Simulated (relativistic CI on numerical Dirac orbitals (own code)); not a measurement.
# How well does a small relativistic CI reproduce Xe V?

Method of calculation: Dirac-Coulomb-Breit CI, separate exchange-only KLI orbitals for each configuration, QED by a radiative potential, valence Slater integrals scaled by 0.85, P86 correlation energy added to each configuration (own radial code, finite nucleus).

Configurations in the expansion (outside the closed core [Kr] 4d10): 5s²5p², 5s5p³, 5s²5p5d, 5p⁴, 5s5p²5d, 5s²5p5f, 5s²5p4f, 5s²5p6s, 5s²5p5g, 5s²5p6p, 5s5p²5f, 5s²4f5d, 5s5p²5g, 5s²5p6d, 5s²5p7s, 5s5p²4f, 5p³5d, 5s²5p7p, 5s5p²6s, 5p³4f, 5s5p5d², 5s5p²6p, 5s²5p6f, 5s²5p7d, 5s²5p8s, 5s²5f6s, 5s5p4f², 5s²5p8p, 5s²5d², 5s5d³, 5s²4f², 5s4f²5d, 5p²5d², 5p5d³, 5p5d²5f, 5p4f5d², 5p5d²6s, 5p²4f², 5p4f²5d, 5p4f²5f, 5p4f³, 5p4f²6s, 5s²5f², 5s5d5f², 5s²5g², 5s5d5g², 5s5p4f5d, 5s4f5d², 5s4f5d5f, 5s4f5d6s, 5s²5d5g, 5s5d²5g. Double excitations out of closed p, d and f shells are left out; levels of such configurations are missing from the list, as are those of other unlisted configurations, and high levels can miss mixing partners. These lack a partner that the ground configuration has and come out too high: 5s5p²5f, 5s5p²6s, 5s5p²6p, 5s²5p5g, 5s²5p6p.

```
Configuration  Term (tabulated)  J  Measured (cm⁻¹)  Computed  Error  Purity (%)
       5s²5p²                3P  0              0.0         0      0          87
       5s²5p²                3P  1           9291.8      9147   -145          98
       5s²5p²                3P  2          14126.7     13913   -214          66
       5s²5p²                1D  2          28411.2     27892   -520          65
       5s²5p²                1S  0          44470.4     42867  -1604          86
        5s5p³               5S°  2          92182.8     89895  -2287          94
        5s5p³               3D°  1         115286.3    114342   -944          76
        5s5p³               3D°  2         116097.0    114971  -1126          74
        5s5p³               3D°  3         119919.0    118767  -1152          89
        5s5p³               3P°  0         133408.1    131724  -1685          90
        5s5p³               3P°  1         134575.2    133090  -1485          78
        5s5p³               3S°  1         155518.1    160607   5089          58
      5s²5p5d               3F°  2         156506.8    157972   1465          88
      5s²5p5d               3F°  3         160630.4    161982   1351          91
      5s²5p5d               3F°  4         169799.4    170753    954          97
      5s²5p5d               3D°  3         182167.2    185345   3178          76
      5s²5p5d               3P°  0         183025.2    185187   2162          88
      5s²5p5d               3P°  1         184147.6    186599   2452          62
      5s²5p4f                3F  2         191603.5    195713   4109          78
      5s²5p6s               3P°  0         194033.1    201568   7535          98
      5s²5p5d               1F°  3         194138.0    197462   3324          85
      5s²5p4f                3G  5         202281.8    206210   3928          94
      5s²5p4f                3D  3         205758.8    209328   3569          69
      5s²5p4f                3D  2         207366.7    210974   3608          77
      5s²5p6s               3P°  2         209068.9    216791   7722          99
      5s²5p4f                3D  1         209310.7    212854   3543          95
      5s²5p6s               1P°  1         213040.2    220745   7705          73
      5s²5p4f                1G  4         214317.7    218159   3842          87
      5s²5p4f                1D  2         216745.6    220484   3738          84
      5s²5p6p                3D  1         228064.9    236601   8536          62
      5s²5p6p                3P  0         233999.3    241275   7275          67
      5s²5p6p                3D  2         235178.9    243627   8448          67
      5s²5p6p                3P  2         244821.3    255206  10384          57
      5s²5p6p                3D  3         246208.0    256822  10614          97
      5s²5p6p                3S  1         247810.4    258798  10988          77
      5s²5p6p                1D  2         250557.2    261742  11185          70
      5s²5p6p                1S  0         259642.3    267987   8344          76
```

Measured levels from Saloman, J. Phys. Chem. Ref. Data 33, 765 (2004); pairs were made by configuration, J and term (by order where the table uses no LS term), so strongly mixed levels may be paired wrongly.

Mean error by configuration (cm⁻¹): 5s²5p² -621; 5s5p³ -513; 5s²5p5d 2126; 5s²5p4f 3762; 5s²5p6s 7654; 5s²5p6p 9472. Over the excited levels the mean absolute error is 4339 cm⁻¹ (36 of the 52 excited levels that our extract of the source holds in range could be paired, and the others can miss by more), and the median relative error of those above 1,000 cm⁻¹ is 1.8 %.
